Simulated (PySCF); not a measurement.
SnF4, SMILES [F][Sn]([F])([F])[F].

Geometry: PBE-D3(BJ)/def2-SVP. The isomer is the one that the SMILES or the coordinates give; other isomers of the formula were not compared. The def2 effective core potentials stand for the cores of Sn; spin–orbit coupling is left out.

The numbers are results of PBE-D3(BJ)/def2-SVP (PySCF), not measurements.

Frequencies are harmonic and unscaled.

Modes within 1.5 cm⁻¹ of each other (mostly degenerate sets) share a row, with their intensities summed.

```json
[
 {"mode": "1–2", "ν (cm⁻¹)": "126", "IR (km/mol)": "0.0", "moving atoms (share of kinetic energy)": "F 100 %"},
 {"mode": "3–5", "ν (cm⁻¹)": "171", "IR (km/mol)": "112.7", "moving atoms (share of kinetic energy)": "F 79 %, Sn 21 %"},
 {"mode": "6", "ν (cm⁻¹)": "604", "IR (km/mol)": "0.0", "moving atoms (share of kinetic energy)": "F 100 %"},
 {"mode": "7–9", "ν (cm⁻¹)": "655", "IR (km/mol)": "162.8", "moving atoms (share of kinetic energy)": "F 82 %, Sn 18 %"}
]
```
